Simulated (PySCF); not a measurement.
NICS in isomers of [C7H7]+.

NICS is the negative of the GIAO shielding at a point without a nucleus: at the ring centre (0) and 1 Å above and below it (1); zz is the component along the ring normal. Level: GIAO PBE0/pcSseg-1 (PySCF, non-relativistic, gas phase) on the GFN2-xTB geometries, one conformer each. Atom numbers follow the mapped SMILES.

Question: Order these rings by mean NICS(1)zz, lowest (most negative) first (ppm).
A. ring C4–C5–C6–C7 in `[CH3:1][C:2]#[C:3][C:4]1=[CH:5][CH+:6][CH2:7]1` (charge +1)
B. ring C3–C4–C5 in `[CH2:1]=[CH:2][c:3]1[cH:4][c+:5]1[CH:6]=[CH2:7]` (charge +1)
C. ring C5–C6–C7 in `[CH3:1][C:2]#[C:3][CH2:4][c+:5]1[cH:6][cH:7]1` (charge +1)
D. ring C3–C4–C5–C7 in `[CH2:1]=[CH:2][C@@H:3]1[CH2:4][c+:5]2[cH:6][c:7]21` (charge +1)

Answer: C (-22.3), B (-20.8), D (-0.8), A (6.9).

```tsv
SMILES	ring	NICS(0)	NICS(1)	NICS(1)zz	HOMA	rms pucker (Å)	ring atoms with four or more neighbours
CC#CC[c+]1cc1	3-membered carbocycle; bonds drawn aromatic by RDKit's count	-23.6	-11.4	-22.3	0.82	0.00	0
C=Cc1c[c+]1C=C	3-membered carbocycle; bonds drawn aromatic by RDKit's count	-24.4	-12.2	-20.8	0.94	0.00	0
C=C[C@@H]1C[c+]2cc21	4-membered carbocycle; formal bonds 1 aromatic, 3 single	9.7	-3.7	-0.8	–	0.01	2
CC#CC1=C[CH+]C1	4-membered carbocycle; formal bonds 1 double, 3 single	12.6	-0.5	6.9	–	0.01	1
```

NICS(0) gives another order. The isotropic NICS(1) gives another order. HOMA uses Krygowski's 1993 parameters; it is left out where a ring has a four-coordinate atom, a triple bond, no multiple bond or a kind of bond without parameters. NICS(1) and NICS(1)zz are means over the two faces.
